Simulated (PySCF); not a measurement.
# Steps of a relaxation of [Nd(H2O)2]3+

[Nd(H2O)2]3+ (singlet in the valence; each metal's 4f electrons, 3 of them, lie in its core potential, out of spins and levels; a saddle point, relaxed within its symmetry). PySCF 2.14.0, RKS PBE0, Nd lcecp-1-SVP with ECP49, O def2-SVP, H def2-SVP; non-relativistic Hamiltonian with scalar-relativistic core potentials where named; density fitting; no spin-orbit coupling. Origin of the start: template. Columns: position (Å) and force (eV/Å). Energies are counted from the last step; some of the 6 steps are shown. Forces carry noise of the integration grid, about 0.01 to 0.03 eV/Å.

Run from Python with OMP_NUM_THREADS=2. Where DIIS fails, smearing, a level shift and second-order steps follow.
It took 22 s on 2 threads of Intel(R) Xeon(R) Platinum 8259CL CPU @ 2.50GHz (Skylake/Cascade Lake), on a shared host, from the converged density of the start.

```xyz
7
step 0  E = 0.344 eV
Nd    0.0000    0.0000    0.0000     0.00    0.00    0.00
O     0.0000    0.0000    2.5225     0.00    0.00   -2.44
H     0.5445    0.5445    3.1125     0.40    0.40    0.54
H    -0.5445   -0.5445    3.1125    -0.40   -0.40    0.54
O     0.0000    0.0000   -2.5225     0.00    0.00    2.44
H     0.5445   -0.5445   -3.1125     0.40   -0.40   -0.54
H    -0.5445    0.5445   -3.1125    -0.40    0.40   -0.54
```

```xyz
7
step 2  E = 0.025 eV
Nd    0.0000    0.0000    0.0000     0.00    0.00    0.00
O     0.0000    0.0000    2.3536     0.00    0.00    0.50
H     0.5431    0.5431    2.9978    -0.17   -0.17   -0.42
H    -0.5431   -0.5431    2.9978     0.17    0.17   -0.42
O     0.0000    0.0000   -2.3536     0.00    0.00   -0.50
H     0.5431   -0.5431   -2.9978    -0.17    0.17    0.42
H    -0.5431    0.5431   -2.9978     0.17   -0.17    0.42
```

```xyz
7
step 3  E = 0.005 eV
Nd    0.0000    0.0000    0.0000     0.00    0.00    0.00
O     0.0000    0.0000    2.3261     0.00    0.00    0.42
H     0.5435    0.5435    2.9623    -0.09   -0.09   -0.23
H    -0.5435   -0.5435    2.9623     0.09    0.09   -0.23
O     0.0000    0.0000   -2.3261     0.00    0.00   -0.42
H     0.5435   -0.5435   -2.9623    -0.09    0.09    0.23
H    -0.5435    0.5435   -2.9623     0.09   -0.09    0.23
```

Question: Where does the relaxation end?

Answer: It converges at step 5 in D2d:
```xyz
7
step 5  E = 0
Nd    0.0000    0.0000    0.0000
O     0.0000    0.0000    2.3255
H     0.5452    0.5452    2.9491
H    -0.5452   -0.5452    2.9491
O     0.0000    0.0000   -2.3255
H     0.5452   -0.5452   -2.9491
H    -0.5452    0.5452   -2.9491
```

Question: How did the contacts change?

Answer: 
| contact | start (Å) | end (Å) |
| --- | --- | --- |
| Nd1–O2 (H2O) | 2.522 | 2.325 |
| Nd1–O5 (H2O) | 2.522 | 2.325 |


An lcecp potential fixes the number of 4f electrons, so in runs with it no electron can move into or out of that shell.
